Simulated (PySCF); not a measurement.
Molfile (atoms numbered from 1):
```
C4H10BF3O
     RDKit          3D

 19 18  0  0  0  0  0  0  0  0999 V2000
    2.0149   -0.6807   -1.1567 C   0  0  0  0  0  0  0  0  0  0  0  0
    1.1224   -0.5575    0.0508 C   0  0  0  0  0  0  0  0  0  0  0  0
    0.0531    0.3700   -0.2055 O   0  0  0  0  0  0  0  0  0  0  0  0
   -1.2170   -0.1652   -0.6114 C   0  0  0  0  0  0  0  0  0  0  0  0
   -2.0521   -0.6161    0.5616 C   0  0  0  0  0  0  0  0  0  0  0  0
    0.1157    1.8050    0.6141 B   0  0  0  0  0  0  0  0  0  0  0  0
   -0.0189    1.4509    1.9220 F   0  0  0  0  0  0  0  0  0  0  0  0
   -0.9365    2.4890    0.0977 F   0  0  0  0  0  0  0  0  0  0  0  0
    1.3475    2.2723    0.2879 F   0  0  0  0  0  0  0  0  0  0  0  0
    2.8436   -1.3714   -0.9415 H   0  0  0  0  0  0  0  0  0  0  0  0
    1.4672   -1.0669   -2.0296 H   0  0  0  0  0  0  0  0  0  0  0  0
    2.4341    0.3031   -1.4093 H   0  0  0  0  0  0  0  0  0  0  0  0
    0.6743   -1.5185    0.3469 H   0  0  0  0  0  0  0  0  0  0  0  0
    1.6617   -0.1600    0.9199 H   0  0  0  0  0  0  0  0  0  0  0  0
   -1.7041    0.6470   -1.1642 H   0  0  0  0  0  0  0  0  0  0  0  0
   -1.0041   -0.9841   -1.3156 H   0  0  0  0  0  0  0  0  0  0  0  0
   -2.2717    0.2292    1.2271 H   0  0  0  0  0  0  0  0  0  0  0  0
   -3.0032   -1.0303    0.1952 H   0  0  0  0  0  0  0  0  0  0  0  0
   -1.5466   -1.3973    1.1489 H   0  0  0  0  0  0  0  0  0  0  0  0
  1  2  1  0
  2  3  1  0
  3  4  1  0
  4  5  1  0
  3  6  1  0
  6  7  1  0
  6  8  1  0
  6  9  1  0
  1 10  1  0
  1 11  1  0
  1 12  1  0
  2 13  1  0
  2 14  1  0
  4 15  1  0
  4 16  1  0
  5 17  1  0
  5 18  1  0
  5 19  1  0
M  CHG  2   3   1   6  -1
M  END
```

Geometry: PBE0-D3(BJ)/def2-SVP; GIAO absolute shieldings from PySCF 2.14, gas phase, non-relativistic, averaged over equivalent atoms.

At PBE0/6-31G (101 basis functions, of the order of 17 core-seconds):
| atoms | σ (ppm) |
| --- | --- |
| C2/C4 | 135.8 |
| C1/C5 | 185.8 |
| O3 | 277.4 |
| B6 | 113.2 |
| F7/F8/F9 | 345.1 |
| H13/H14/H15/H16 | 28.62 |
| H10/H11/H12/H17/H18/H19 | 31.20 |

Problem. Estimate the result of repeating the calculation with PBE0/pcSseg-2.

Solution. 
```csv
atoms,σ at PBE0/pcSseg-2,change
C2/C4,114.6,-21.2
C1/C5,170.3,-15.5
O3,259.6,-17.8
B6,99.1,-14.1
F7/F8/F9,338.2,-6.9
H13/H14/H15/H16,27.29,-1.33
H10/H11/H12/H17/H18/H19,29.98,-1.22
```

The largest change is at C2/C4 (sp3 CH2 bonded to O). Cost: 464 basis functions, roughly 2.8 core-minutes.
